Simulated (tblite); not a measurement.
C₆H₁₆N₃P.
Numbering: `[CH3:1][N:2]([CH3:3])[P:4]([NH2:5])[N:6]1[CH2:7][CH2:8][CH2:9][CH2:10]1` (hydrogens: H11, H12, H13 on C1; H14, H15, H16 on C3; H17, H18 on N5; H19, H20 on C7; H21, H22 on C8; H23, H24 on C9; H25, H26 on C10)

Structure used (GFN2-xTB), in Å, numbered top down from 1:
```
atom  x, y, z in Å
C1     2.348   -1.802   -0.156
N2     1.881   -0.453    0.057
C3     2.263    0.472   -0.982
P4     0.533   -0.201    1.080
N5     0.927    1.222    1.924
N6    -0.502    0.620   -0.047
C7    -1.081   -0.263   -1.049
C8    -2.438   -0.742   -0.497
C9    -2.736    0.223    0.662
C10   -1.652    1.297    0.525
H11    1.955   -2.439    0.635
H12    2.031   -2.205   -1.126
H13    3.442   -1.830   -0.120
H14    1.775    1.430   -0.813
H15    3.349    0.615   -0.974
H16    1.973    0.112   -1.977
H17    1.531    1.053    2.716
H18    1.307    1.961    1.340
H19   -0.405   -1.090   -1.269
H20   -1.227    0.318   -1.967
H21   -3.208   -0.698   -1.267
H22   -2.370   -1.769   -0.142
H23   -2.619   -0.285    1.620
H24   -3.739    0.642    0.611
H25   -1.971    2.072   -0.182
H26   -1.389    1.764    1.472
```

Method: GFN2-xTB as coded in tblite; computed harmonic values from a numerical Hessian at the method's own geometry, unscaled. This tight-binding method is rough: wavenumbers can miss measured ones by several per cent, in bad cases by 10 to 20. One conformer, not necessarily the lowest.

Harmonic wavenumbers (cm⁻¹): 41.8, 55.9, 73.1, 91.2, 114.4, 171.3, 200.3, 218.4, 234.9, 256.0, 276.5, 316.9, 337.4, 379.6, 390.4, 600.2, 628.8, 648.4, 658.7, 685.9, 803.3, 824.3, 869.9, 874.7, 961.5, 971.4, 978.5, 993.0, 1013.5, 1046.8, 1089.5, 1094.1, 1100.2, 1122.5, 1150.2, 1177.5, 1187.9, 1212.4, 1213.4, 1251.2, 1258.8, 1289.6, 1293.7, 1308.0, 1315.6, 1406.4, 1418.1, 1453.5, 1467.9, 1470.7, 1476.6, 1478.7, 1483.5, 1500.6, 1504.0, 1513.2, 2875.4, 2892.5, 2910.5, 2913.5, 2931.3, 2936.8, 2980.9, 2984.5, 2999.5, 3007.9, 3010.9, 3013.5, 3015.5, 3018.7, 3351.9, 3436.5.

A = 1881, B = 856.6, C = 733.7 MHz; mass 161.108 u (most abundant isotopes); point group C1, symmetry number 1.

Question: What is the zero-point energy?

Answer: ½Σν̃ = 49117 cm⁻¹ = 140.43 kcal/mol.

Question: Give the ideal-gas entropy at 298.15 K and 1 bar in the rigid-rotor, harmonic-oscillator model (classical rotation).

Answer: Translation 41.17, rotation 29.99, vibration 40.84: S = 112.0 cal/(mol K).

Question: And Cp and H(298.15 K) − H(0)?

Answer: Cp = 48.18 cal/(mol K), of which vibrations give 40.23 (their classical limit is 72 R = 143.1); H(298.15 K) − H(0) = 8.64 kcal/mol without the zero-point energy, 6.27 from vibrations.

Question: Blend soft modes into free rotors: weight 1/[1 + (100 cm⁻¹/ν̃)⁴] for the oscillator and the rest for a rotor with moment μB/(μ + B), μ = h/(8π²ν), B = 10⁻⁴⁴ kg m². What vibrational entropy results?

Answer: 37.12 cal/(mol K) in place of 40.84, which changes −T·S at 298.15 K by +1.11 kcal/mol.

Question: How do the functions run with temperature in this model?

Answer: 
```csv
T (K),S (cal/(mol K)),Cp (cal/(mol K)),H − H(0) (kcal/mol),G − H(0) (kcal/mol),ln q(vib)
50,61.9,15.7,0.56,-2.53,0.84
100,75.2,23.6,1.55,-5.98,2.64
373.15,123.9,58.2,12.63,-33.60,12.61
500,143.2,73.7,21.02,-50.55,17.00
750,177.5,95.8,42.41,-90.74,25.39
1000,207.2,110.5,68.31,-138.93,33.27
```

q(vib) and H(0) count from the zero-point level.

Hindered rotation and anharmonicity are outside this model. Other conformers, if any are populated, would add a mixing term that is left out. The structure is chiral; the term R ln 2 for an equal mix with its mirror image is left out.

Time: 2.2 s. Hardware: an Arm Neoverse N1 with one thread, no GPU, shared host with 64 logical CPUs at a one-minute load of 20. This covers the Hessian and the dipole derivatives.
